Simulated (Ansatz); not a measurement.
Si3Se3⁻. Charge -1, multiplicity 2. Geometry PBE-D4/def2-SVPD.

```xyz
6

Si    1.026   -0.926   -1.246
Si    0.455    1.431   -1.096
Si   -0.423   -0.243    2.230
Se    0.477   -1.886    0.918
Se   -1.123   -0.149   -1.954
Se   -0.413    1.772    1.148
```

Another isomer (doublet) lies 0.07 eV lower at PBE0-D4/def2-TZVPD; other spin states weren't run for this one.

Q: Estimate the α-spin orbital energies around the gap (eV) in Ansatz with PBE-D4/def2-TZVPD, revPBE-D4/def2-TZVPD, r2SCAN-D4/def2-TZVPD, PBE0-D4/def2-TZVPD, r2SCAN0-D4/def2-TZVPD.

A: 
| orbital | PBE-D4/def2-TZVPD | revPBE-D4/def2-TZVPD | r2SCAN-D4/def2-TZVPD | PBE0-D4/def2-TZVPD | r2SCAN0-D4/def2-TZVPD |
| --- | --- | --- | --- | --- | --- |
| HOMO−5 | -2.89 | -2.84 | -3.17 | -3.92 | -4.10 |
| HOMO−4 | -2.37 | -2.32 | -2.64 | -3.37 | -3.55 |
| HOMO−3 | -2.17 | -2.12 | -2.39 | -3.13 | -3.27 |
| HOMO−2 | -1.85 | -1.80 | -2.09 | -2.81 | -2.97 |
| HOMO−1 | -1.46 | -1.41 | -1.65 | -2.36 | -2.50 |
| HOMO | -0.77 | -0.74 | -1.02 | -1.68 | -1.87 |
| LUMO | 0.63 | 0.69 | 0.67 | 1.30 | 1.32 |
| LUMO+1 | 2.00 | 2.06 | 2.15 | 2.66 | 2.75 |
| LUMO+2 | 2.26 | 2.30 | 2.57 | 2.82 | 3.04 |
| LUMO+3 | 2.36 | 2.38 | 2.70 | 2.89 | 3.11 |
| LUMO+4 | 2.48 | 2.47 | 2.71 | 2.92 | 3.22 |
| LUMO+5 | 2.57 | 2.61 | 2.89 | 3.07 | 3.30 |
| β HOMO | -1.28 | -1.22 | -1.41 | -2.07 | -2.16 |
| β LUMO | -0.25 | -0.19 | -0.19 | 0.31 | 0.39 |
